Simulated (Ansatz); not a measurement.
Geometry optimisation, RKS PBE0/def2-SVP in Ansatz.

input.yaml

```yaml
crystal:
  periodic: [false, false, false]
  atoms:
    - { symbol: Ga, position_ang: [0.0, 0.0, 0.0] }
    - { symbol: C, position_ang: [0.0, 0.0, 1.98] }
    - { symbol: H, position_ang: [-0.9996, -0.3092, 2.3505] }
    - { symbol: H, position_ang: [0.7676, -0.7111, 2.3505] }
    - { symbol: H, position_ang: [0.232, 1.0203, 2.3505] }
    - { symbol: Cl, position_ang: [1.9398, 0.0, -1.12] }
    - { symbol: H, position_ang: [-1.3596, 0.0, -0.785] }
basis:
  gaussian: { orbitals: def2-SVP }
hamiltonian:
  xc: pbe0
relax:
  f_tol: 0.02
  max_steps: 40
```

Run as:

```bash
$ ansatz run input.yaml --threads 1 --pin off --max-ram 2048MiB --backend cpu --events-out ev --progress --plain --runs-dir out
```

Question: Where does it end, and by what steps?

Answer: The forces met the threshold. After 4 steps the energy has fallen by 0.103 eV; H7 moved furthest, 0.17 Å.

```json
{"step": "0", "energy less start (eV)": "0.0000", "largest force component (eV/Å)": "0.963", "accepted": "yes"}
{"step": "1", "energy less start (eV)": "-0.0889", "largest force component (eV/Å)": "0.237", "accepted": "yes"}
{"step": "2", "energy less start (eV)": "-0.1007", "largest force component (eV/Å)": "0.073", "accepted": "yes"}
{"step": "3", "energy less start (eV)": "-0.1025", "largest force component (eV/Å)": "0.033", "accepted": "yes"}
{"step": "4", "energy less start (eV)": "-0.1028", "largest force component (eV/Å)": "0.016", "accepted": "yes"}
```

```xyz
7
Properties=species:S:1:pos:R:3
Ga -0.074 -0.003 0.023
C 0.008 -0.012 1.974
H -0.948 -0.314 2.423
H 0.806 -0.685 2.319
H 0.253 1.003 2.327
Cl 1.838 -0.009 -0.998
H -1.303 0.020 -0.942
```

Run time: 22 s on 1 thread of Arm Neoverse V1, with other jobs on the host, peak memory 0.17 GiB.
